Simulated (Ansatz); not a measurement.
Reaction (redistribution): digermane + `[F][SnH]([SH])[Cl]` → `[F][SnH]([Cl])[GeH3]` + `[SH][GeH3]`

Program: Ansatz. Geometries: PBE0-D4/def2-TZVP. ΔE: electronic, gas phase. CBS: MP2 limit from def2 TZ/QZ plus the TZ coupled-cluster correction, frozen cores. DFT in def2-TZVPP. B3LYP here is the variant with VWN-RPA as its local correlation; programs differ in this. HSE06 is defined as in plane-wave codes. def2 core potentials past Kr. For Ge, Sn outer-core shells are correlated without core-valence functions, which leaves a few kJ/mol of doubt a bond. Scalar relativity is left out up to krypton. One conformer a species, not always the lowest.

| level | ΔE (kcal/mol) | difference from CCSD(T)/CBS |
| --- | --- | --- |
| r2SCAN-D4 | 0.2 | 0.0 |
| B3LYP-D4 | -0.7 | -0.9 |
| HSE06-D4 | -0.3 | -0.5 |
| revPBE | -0.5 | -0.7 |
| BLYP | -0.9 | -1.1 |
| r2SCAN | 0.1 | -0.1 |
| BHLYP | -0.9 | -1.1 |
| LC-ωPBE | 0.0 | -0.2 |
| RPA@PBE/def2-TZVPP | 0.2 | 0.0 |
| HF/CBS(def2) | -1.2 | -1.4 |
| CCSD(T)/CBS | 0.2 | 0 |

Question: What do rigid-rotor, harmonic-oscillator terms from PBE0-D4/def2-TZVP frequencies (298.15 K, 1 bar) make of the CCSD(T)/CBS value? (An estimate is asked.)

Answer: Ansatz gave: ΔZPE = +0.2 kcal/mol, ΔH = +0.4 kcal/mol, ΔS = 18 J/(mol·K), ΔG = -0.8 kcal/mol.

Largest T1 diagnostic among the species: 0.013.

Leaving LDA and LC-ωPBE aside and taking each functional with its dispersion term where it has one, the values, not all of them listed here, spread over 1.6 kcal/mol, from BHLYP-D4 to B97M-V. In def2-TZVPP, CCSD(T) changes the Hartree–Fock value by +1.6 kcal/mol (the triples alone add +0.3 kcal/mol) and MP2 by +1.3 kcal/mol.
